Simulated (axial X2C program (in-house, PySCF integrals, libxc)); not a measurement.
Spectroscopic constants of ZrS⁻

Computed with an axial X2C code built on PySCF integrals. Spin-free means the one-electron spin-free X2C Hamiltonian; two-component (2c) means X2C with spin–orbit coupling and atomic mean-field two-electron Coulomb and Gaunt terms, so the difference of the two also holds small scalar two-electron terms. Basis: Zr dyall-acv3z [12s13p10d6f3g], S dyall-av3z [9s8p3d2f] (cores contracted in-house); Gaussian nuclei, density fitting, unrestricted open shells. Masses: Zr 89.905 u, S 31.972 u.

State, spin-free: M_S = 1/2, Λ = 2 (beyond evenly filled blocks: δ+α); electrons by block: σα: 14, σβ: 14, π+α: 6, π+β: 6, π-α: 6, π-β: 6, δ+α: 2, δ+β: 1, δ-α: 1, δ-β: 1. Fragments: Zr + S-.

State, 2c: Ω = 3/2 (⟨Sz⟩ = -0.50, ⟨Lz⟩ = 2.00 at BHandHLYP); electrons by block: 1/2: 20, -1/2: 20, 3/2: 8, -3/2: 7, 5/2: 1, -5/2: 1. Fragments: Zr + S-.

```tsv
Hamiltonian	level	Re (Å)	ωe (cm⁻¹)	Be (cm⁻¹)	De (eV)	D0 (eV)	k (mdyn/Å)	μ (D)
spin-free	PBE0	2.231	492.0	0.1436	5.00	4.97	3.36	-0.55
spin-free	HF	2.290	465.9	0.1363	n/a	n/a	3.02	-0.94
spin-free	CCSD	2.264	486.5	0.1395	4.61	4.58	3.29	n/a
spin-free	CCSD(T)	2.266	483.7	0.1392	4.84	4.81	3.25	n/a
spin-free	BHandHLYP	2.245	490.0	0.1418	4.34	4.31	3.34	-1.49
2c	BHandHLYP	2.246	489.3	0.1418	n/a	n/a	3.33	-1.50
```

Correlated methods: 11 electrons correlated (number of frozen shells: Zr 4 s, 3 p, 1 d; S 2 s, 1 p), 325 virtual spin orbitals or spinors in MP2, 90 natural virtuals in coupled cluster.

Dipoles are positive if S is the positive end and refer to the centre of mass.

De is counted from the lowest determinant-based energies of the atoms at the same level, without counterpoise correction. De is not given where an atomic determinant may have missed its ground term or J level, or where the truncated virtual space spoils (T). Density functionals use the spin component along the axis (collinear). Coupled cluster ran in a truncated set of natural virtual spinors; the MP2 energy of the rest was added. (T) has no such correction and the atoms are truncated less, which lowers De at CCSD(T) by a hundredth of an eV or more. The functionals have no current-density term, which raises determinants with orbital currents, atoms included. The state is one determinant with fixed occupations, lowest in a PBE0 search at one distance only: followed along the bond, the 2c determinant Ω = 5/2 reaches 0.67 eV lower at PBE0, at Re = 2.495 Å, so the state shown is not the lowest. The outer-core s and p shells of the metal are frozen in the correlated rows, which leaves out core–valence correlation; for alkali and alkaline-earth bonds that tends to lengthen them. The highest occupied level of some functionals is positive through self-interaction error; at Hartree–Fock it is bound. The determinant is spin-polarised beyond a pure state at some levels (its spin-free form has ⟨S²⟩ too high), which makes Re and μ there less reliable. The T1 diagnostic is large, a sign of multireference character. With the outer-core shells frozen, correlated bond lengths of heavy atoms tend to come out a few hundredths of an ångström too long.

No reliable constants came from CCSD (2c), CCSD(T) (2c), HF (2c), MP2 (2c), MP2 (spin-free), PBE0 (2c): no minimum in range, unconverged points, a curve that is not smooth, a change of character along it, or the two Hamiltonians disagreeing along it.

Rough cost a point (2c) on 1 thread(s) of a shared host, integrals apart: BHandHLYP 1.7 s.

The whole task took 4.4 min on 1 thread of Arm Neoverse V1, on a shared host.
